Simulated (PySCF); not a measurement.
PySCF input for C2H6FNZn, SMILES [F][Zn][N](C)C, TDDFT-PBE/def2-SVPD. The structure is a stationary point at B3LYP-D3(BJ)/def2-SVP. The structure was generated by enumeration; whether it is a known compound was not checked. Other conformers were not sampled.

```python
import numpy as np
from pyscf import gto, scf, dft, tdscf

mol = gto.M(
    atom='''
    Zn   -0.69811433    0.00177368   -0.00000000
    F    -2.44161589    0.01743327    0.00000000
    N     1.10870766   -0.16199488    0.00000000
    C     1.87790989    0.03617249   -1.20711023
    C     1.87790989    0.03617248    1.20711024
    H     2.74722556   -0.65375914   -1.24131122
    H     2.28988898    1.06536663   -1.31072030
    H     1.27393573   -0.16671529   -2.10689121
    H     2.28988898    1.06536664    1.31072030
    H     2.74722555   -0.65375913    1.24131122
    H     1.27393573   -0.16671528    2.10689121
    ''',
    basis='def2-SVPD',
    charge=0,
    spin=0,
    symmetry=True,
    max_memory=1600,
    verbose=4,
)
mf = dft.RKS(mol, xc='pbe').density_fit(auxbasis='def2-universal-jkfit')
mf.grids.level = 3
mf.conv_tol = 1e-9
mf.max_cycle = 100
mf.kernel()
mf.grids = dft.Grids(mol).set(level=1).build(with_non0tab=True)  # coarser grid for the response kernel
td = tdscf.TDDFT(mf)
td.singlet = True
td.nstates = 10
td.conv_tol = 1e-4
td.positive_eig_threshold = 1e-6
td.kernel(x0=td.get_init_guess(mf, 15))
td.analyze()
tt = tdscf.TDA(mf)
tt.singlet = False
tt.nstates = 4
tt.conv_tol = 1e-4
tt.positive_eig_threshold = 1e-6
tt.kernel(x0=tt.get_init_guess(mf, 9))
tt.analyze(verbose=3)
```

Program output:

```
PySCF version 2.14.0

[INPUT] verbose = 4
[INPUT] num. atoms = 11
[INPUT] num. electrons = 64
[INPUT] charge = 0
[INPUT] spin (= nelec alpha-beta = 2S) = 0
[INPUT] symmetry True subgroup None
[INPUT] Mole.unit = angstrom
[INPUT] Symbol           X                Y                Z      unit          X                Y                Z       unit  Magmom
[INPUT]  1 Zn    -0.698114330000   0.001773680000   0.000000000000 AA   -1.319244887334   0.003351769433   0.000000000000 Bohr   0.0
[INPUT]  2 F     -2.441615890000   0.017433270000   0.000000000000 AA   -4.613985333486   0.032944105756   0.000000000000 Bohr   0.0
[INPUT]  3 N      1.108707660000  -0.161994880000   0.000000000000 AA    2.095153829607  -0.306125956782   0.000000000000 Bohr   0.0
[INPUT]  4 C      1.877909890000   0.036172490000  -1.207110230000 AA    3.548735378712   0.068356099344  -2.281107736861 Bohr   0.0
[INPUT]  5 C      1.877909890000   0.036172480000   1.207110240000 AA    3.548735378712   0.068356080446   2.281107755758 Bohr   0.0
[INPUT]  6 H      2.747225560000  -0.653759140000  -1.241311220000 AA    5.191503910805  -1.235425726031  -2.345738241150 Bohr   0.0
[INPUT]  7 H      2.289888980000   1.065366630000  -1.310720300000 AA    4.327263027860   2.013251152951  -2.476902392908 Bohr   0.0
[INPUT]  8 H      1.273935730000  -0.166715290000  -2.106891210000 AA    2.407389629998  -0.315046238877  -3.981447361153 Bohr   0.0
[INPUT]  9 H      2.289888980000   1.065366640000   1.310720300000 AA    4.327263027860   2.013251171848   2.476902392908 Bohr   0.0
[INPUT] 10 H      2.747225550000  -0.653759130000   1.241311220000 AA    5.191503891908  -1.235425707134   2.345738241150 Bohr   0.0
[INPUT] 11 H      1.273935730000  -0.166715280000   2.106891210000 AA    2.407389629998  -0.315046219980   3.981447361153 Bohr   0.0

nuclear repulsion = 343.021522472629
point group symmetry = Cs
symmetry origin: [-2.36215761e-09 -2.36215766e-09  1.77161822e-09]
symmetry axis x: [1.00000000e+00 5.95453446e-10 8.70749090e-10]
symmetry axis y: [ 5.95453447e-10 -1.00000000e+00 -8.02315554e-10]
symmetry axis z: [ 8.7074909e-10  8.0231535e-10 -1.0000000e+00]
num. orbitals of irrep A' = 97
num. orbitals of irrep A" = 68
number of shells = 69
number of NR pGTOs = 259
number of NR cGTOs = 165
basis = def2-SVPD
ecp = {}


[settings echo left out]
init E= -2012.57987861227
HOMO (A') = -0.241834156098665  LUMO (A') = -0.0803862643494107  gap/eV = 4.39322
cycle= 1 E= -2012.63865074066  delta_E= -0.0588  |g|= 1.23  |ddm|= 4.44
HOMO (A') = -0.0915316146983969  LUMO (A') = -0.0481756508536808  gap/eV = 1.17978
cycle= 2 E= -2011.0586800901  delta_E= 1.58  |g|= 3.13  |ddm|= 5.17
HOMO (A') = -0.18362609110035  LUMO (A') = -0.0828122736831753  gap/eV = 2.74328
cycle= 3 E= -2012.83459117547  delta_E= -1.78  |g|= 0.572  |ddm|= 3.75
HOMO (A') = -0.181828796286316  LUMO (A') = -0.0656398507553018  gap/eV = 3.16166
cycle= 4 E= -2012.88418715827  delta_E= -0.0496  |g|= 0.171  |ddm|= 0.706
HOMO (A') = -0.174281492679283  LUMO (A') = -0.0701662191027204  gap/eV = 2.83312
cycle= 5 E= -2012.88664530631  delta_E= -0.00246  |g|= 0.0912  |ddm|=  0.2
HOMO (A') = -0.182941837861639  LUMO (A') = -0.071193708978754  gap/eV = 3.04082
cycle= 6 E= -2012.88842120045  delta_E= -0.00178  |g|= 0.0257  |ddm|= 0.11
HOMO (A') = -0.180830932965403  LUMO (A') = -0.0701280580349408  gap/eV = 3.01238
cycle= 7 E= -2012.88855522322  delta_E= -0.000134  |g|= 0.00644  |ddm|= 0.029
HOMO (A') = -0.181108852214043  LUMO (A') = -0.0703933089804689  gap/eV = 3.01272
cycle= 8 E= -2012.8885630361  delta_E= -7.81e-06  |g|= 0.00191  |ddm|= 0.00641
HOMO (A') = -0.181078992922594  LUMO (A') = -0.070429687813486  gap/eV = 3.01092
cycle= 9 E= -2012.88856378467  delta_E= -7.49e-07  |g|= 0.000305  |ddm|= 0.00191
HOMO (A') = -0.181109917871824  LUMO (A') = -0.0704278815417583  gap/eV = 3.01181
cycle= 10 E= -2012.88856380922  delta_E= -2.45e-08  |g|= 9.59e-05  |ddm|= 0.000546
HOMO (A') = -0.181108334087169  LUMO (A') = -0.070429529295132  gap/eV = 3.01172
cycle= 11 E= -2012.88856381141  delta_E= -2.19e-09  |g|= 1.05e-05  |ddm|= 0.000139
HOMO (A') = -0.181106928086771  LUMO (A') = -0.0704283185581236  gap/eV = 3.01172
cycle= 12 E= -2012.88856381144  delta_E= -3.05e-11  |g|= 3.78e-06  |ddm|= 2.21e-05
HOMO (A') = -0.181106633316887  LUMO (A') = -0.0704285030834182  gap/eV = 3.01171
Extra cycle  E= -2012.88856381144  delta_E= 1.82e-12  |g|= 7.48e-06  |ddm|= 1.35e-05
converged SCF energy = -2012.88856381144
tot grids = 43056
Overwritten attributes  positive_eig_threshold  of <class 'pyscf.tdscf.rks.CasidaTDDFT'>


******** <class 'pyscf.tdscf.rks.CasidaTDDFT'> for <class 'pyscf.df.df_jk.DFSymAdaptedRKS'> ********
nstates = 10 singlet
deg_eia_thresh = 1.000e-03
wfnsym = None
conv_tol = 0.0001
eigh lindep = 1e-12
eigh level_shift = 0
eigh max_cycle = 100


Excitation energies (eV)
[3.18451749 4.13433376 4.70285739 5.18262362 6.2185939  6.38044184
 6.44403562 6.4464119  6.52147656 6.86065513]

** Singlet excitation energies and oscillator strengths **
Excited State   1:   A'      3.18452 eV    389.33 nm  f=0.0161
      32 -> 33       -0.70474
Excited State   2:   A"      4.13433 eV    299.89 nm  f=0.0017
      32 -> 34        0.70697
Excited State   3:   A'      4.70286 eV    263.64 nm  f=0.0514
      32 -> 35       -0.69112
Excited State   4:   A'      5.18262 eV    239.23 nm  f=0.0257
      32 -> 36       -0.70021
Excited State   5:   A"      6.21859 eV    199.38 nm  f=0.0023
      32 -> 37        0.70652
Excited State   6:   A'      6.38044 eV    194.32 nm  f=0.1040
      29 -> 33       -0.31462
      31 -> 33       -0.60796
      32 -> 40       -0.10961
Excited State   7:   A'      6.44404 eV    192.40 nm  f=0.0087
      29 -> 33       -0.19533
      31 -> 33        0.15287
      32 -> 38        0.65658
Excited State   8:   A"      6.44641 eV    192.33 nm  f=0.0123
      30 -> 33        0.70534
Excited State   9:   A'      6.52148 eV    190.12 nm  f=0.0664
      29 -> 33       -0.59794
      31 -> 33        0.25162
      32 -> 38       -0.24499
Excited State  10:   A'      6.86066 eV    180.72 nm  f=0.0072
      32 -> 39       -0.69821

** Transition electric dipole moments (AU) **
state          X           Y           Z        Dip. S.      Osc.
  1        -0.3304      0.3114     -0.0000      0.2061      0.0161
  2        -0.0000     -0.0000     -0.1302      0.0170      0.0017
  3        -0.6583     -0.1122      0.0000      0.4459      0.0514
  4        -0.2524      0.3721     -0.0000      0.2022      0.0257
  5         0.0000      0.0000     -0.1237      0.0153      0.0023
  6        -0.7794      0.2406      0.0000      0.6653      0.1040
  7         0.1861     -0.1430      0.0000      0.0551      0.0087
  8         0.0000      0.0000     -0.2785      0.0776      0.0123
  9         0.5797      0.2822     -0.0000      0.4157      0.0664
 10         0.1969     -0.0644     -0.0000      0.0429      0.0072

** Transition velocity dipole moments (imaginary part, AU) **
state          X           Y           Z        Dip. S.      Osc.
  1        -0.0391      0.0393     -0.0000      0.0031      0.0175
  2         0.0000      0.0000     -0.0224      0.0005      0.0022
  3        -0.1097     -0.0234     -0.0000      0.0126      0.0486
  4        -0.0475      0.0737      0.0000      0.0077      0.0269
  5        -0.0000      0.0000     -0.0281      0.0008      0.0023
  6        -0.1841      0.0569      0.0000      0.0371      0.1055
  7         0.0497     -0.0433     -0.0000      0.0043      0.0122
  8        -0.0000     -0.0000     -0.0689      0.0048      0.0134
  9         0.1381      0.0747     -0.0000      0.0246      0.0686
 10         0.0517     -0.0170     -0.0000      0.0030      0.0078

** Transition magnetic dipole moments (imaginary part, AU) **
state          X           Y           Z
  1         0.0000     -0.0000      0.0809
  2         0.4192      0.0089     -0.0000
  3         0.0000      0.0000      0.5470
  4         0.0000      0.0000     -0.6440
  5        -0.1919     -0.0826     -0.0000
  6         0.0000      0.0000      0.2893
  7        -0.0000      0.0000     -0.3478
  8         0.0122      0.4715      0.0000
  9        -0.0000     -0.0000      0.4465
 10        -0.0000     -0.0000      0.4941
Overwritten attributes  positive_eig_threshold  of <class 'pyscf.tdscf.rks.TDA'>


******** <class 'pyscf.tdscf.rks.TDA'> for <class 'pyscf.df.df_jk.DFSymAdaptedRKS'> ********
nstates = 4 triplet
deg_eia_thresh = 1.000e-03
wfnsym = None
conv_tol = 0.0001
eigh lindep = 1e-12
eigh level_shift = 0
eigh max_cycle = 100


Excitation energies (eV)
[2.81295427 4.06661701 4.21161119 5.04051279]

** Triplet excitation energies and oscillator strengths **
Excited State   1:   A'      2.81295 eV    440.76 nm  f=0.0000
Excited State   2:   A"      4.06662 eV    304.88 nm  f=0.0000
Excited State   3:   A'      4.21161 eV    294.39 nm  f=0.0000
Excited State   4:   A'      5.04051 eV    245.98 nm  f=0.0000
```

Self-consistency was reached.
